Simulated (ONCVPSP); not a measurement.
## Logarithmic derivatives: Al, ONCV

Al (Z = 13), optimised norm-conserving Vanderbilt (ONCV), made with ONCVPSP 4.0.1 (PBE, scalar-relativistic). Core [Ne], reference 3s2 (charge +1). Waves: 3s: rc 1.60 bohr, ncon 4, nbas 7, qcut 3.9 1/bohr, 2 projectors, debl 1.3 Ha; p scattering state at 0.03 Ha: rc 1.30 bohr, ncon 3, nbas 8, qcut 6.1 1/bohr, 2 projectors, debl 0.8 Ha. Local part: polynomial inside 1.25 bohr (lpopt 4, dvloc0 -1 Ha). Core correction: Teter function, fcfact 4, rcfact 1.5.

The phase is arctan(r·R′/R) of the radial function R(r), unwrapped; energies in Ha, scanned from -2 to 5 Ha. A pole is an energy at which the radial function vanishes at the test radius. The pseudo phase is shifted by a multiple of π to meet the all-electron one at the reference energy, and phase errors are pseudo minus all-electron; the curves can meet again beyond the range given. Levels narrower than the energy grid can be missing from the lists of poles.

Q: For each channel, where are the poles, and over which energies does the pseudopotential scatter like the atom?

A:

```csv
channel,radius (bohr),reference energy (Ha),"poles, all-electron","poles, pseudo",unbroken range about the reference energy with phases within 0.05 rad,phase error 1 Ha above the reference energy (rad)
s,1.62,-0.54,3.12,3.14,the whole range,+0.000
p,1.32,0.03,none,none,above -1.8,-0.003
```

Note: ghosts flagged at negative energy: s at -99.6 eV, p at -63.6 eV; no localised positive-energy state flagged. A true bound ghost makes a file unfit for plane-wave use.

Phases in the s channel:

| E (Ha) | all-electron | pseudo |
| --- | --- | --- |
| -1.98 | 0.987 | 0.990 |
| -1.62 | 0.849 | 0.850 |
| -1.26 | 0.630 | 0.631 |
| -0.90 | 0.278 | 0.278 |
| -0.54 | -0.206 | -0.206 |
| -0.18 | -0.657 | -0.657 |
| 0.18 | -0.960 | -0.960 |
| 0.54 | -1.147 | -1.147 |
| 0.90 | -1.268 | -1.268 |
| 1.26 | -1.352 | -1.352 |
| 1.62 | -1.414 | -1.413 |
| 1.98 | -1.462 | -1.462 |
| 2.34 | -1.502 | -1.501 |
| 2.70 | -1.535 | -1.535 |
| 3.06 | -1.566 | -1.565 |
| 3.42 | -1.594 | -1.593 |
| 3.78 | -1.622 | -1.620 |
| 4.14 | -1.651 | -1.647 |
| 4.50 | -1.681 | -1.676 |
| 4.86 | -1.716 | -1.708 |
